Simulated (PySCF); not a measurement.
Correlation energy of Ti (titanium, neutral)

[Ar] 3d2 4s1 5s1, high-spin 5F determinant (an excited configuration). All numbers are calculated (PySCF 2.14, the non-relativistic Hamiltonian (point nucleus), in dyall-av2z (16s12p7d2f, 101 functions)). Frozen: [Ar]; 4 electrons correlated; the 25 highest virtual orbitals of each spin left out.

```
  level  correlation energy (mhartree)
   CCSD                         -17.32
    (T)                          -0.20
CCSD(T)                         -17.52
```

Diagnostics: T1 = 0.016, D1 = 0.0444, largest double amplitude 0.053.

The outer electron is Rydberg-like, and this basis confines it to a smaller radius and binds it less than a complete one would.

Cost of the coupled-cluster step: roughly 12 core-seconds, for 4 correlated electrons.

Iterations:

```
CC2 = 0
CCSD nocc = (np.int64(4), np.int64(0)), nmo = (67, 67)
frozen orbitals [[0, 1, 2, 3, 4, 5, 6, 7, 8, 76, 77, 78, 79, 80, 81, 82, 83, 84, 85, 86, 87, 88, 89, 90, 91, 92, 93, 94, 95, 96, 97, 98, 99, 100], [0, 1, 2, 3, 4, 5, 6, 7, 8, 76, 77, 78, 79, 80, 81, 82, 83, 84, 85, 86, 87, 88, 89, 90, 91, 92, 93, 94, 95, 96, 97, 98, 99, 100]]
max_cycle = 100
direct = 0
conv_tol = 1e-08
conv_tol_normt = 1e-06
diis_space = 8
diis_start_cycle = 0
Init t2, MP2 energy = -0.0122436239214795
Init E_corr(UCCSD) = -0.0122436239327614
cycle = 1  E_corr(UCCSD) = -0.015353478300141  dE = -0.00310985437  norm(t1,t2) = 0.0377785
cycle = 2  E_corr(UCCSD) = -0.016389229400794  dE = -0.0010357511  norm(t1,t2) = 0.021429
cycle = 3  E_corr(UCCSD) = -0.0174206867005392  dE = -0.0010314573  norm(t1,t2) = 0.0128192
cycle = 4  E_corr(UCCSD) = -0.0173068338110452  dE = 0.000113852889  norm(t1,t2) = 0.00154066
cycle = 5  E_corr(UCCSD) = -0.0173187295101028  dE = -1.18956991e-05  norm(t1,t2) = 0.000416467
cycle = 6  E_corr(UCCSD) = -0.0173126913785595  dE = 6.03813154e-06  norm(t1,t2) = 0.0002137
cycle = 7  E_corr(UCCSD) = -0.0173179243312745  dE = -5.23295272e-06  norm(t1,t2) = 0.000112687
cycle = 8  E_corr(UCCSD) = -0.0173162640881765  dE = 1.6602431e-06  norm(t1,t2) = 5.80537e-05
cycle = 9  E_corr(UCCSD) = -0.0173170441385064  dE = -7.8005033e-07  norm(t1,t2) = 3.06539e-05
cycle = 10  E_corr(UCCSD) = -0.0173167316970325  dE = 3.12441474e-07  norm(t1,t2) = 1.23343e-05
cycle = 11  E_corr(UCCSD) = -0.0173167931548966  dE = -6.14578641e-08  norm(t1,t2) = 5.2935e-06
cycle = 12  E_corr(UCCSD) = -0.0173168027391323  dE = -9.58423565e-09  norm(t1,t2) = 2.37912e-06
cycle = 13  E_corr(UCCSD) = -0.0173168113845464  dE = -8.64541418e-09  norm(t1,t2) = 8.72566e-07
UCCSD converged
E(UCCSD) = -848.2978180416296  E_corr = -0.01731681138454644
UCCSD(T) correction = -0.000196511013718692
```
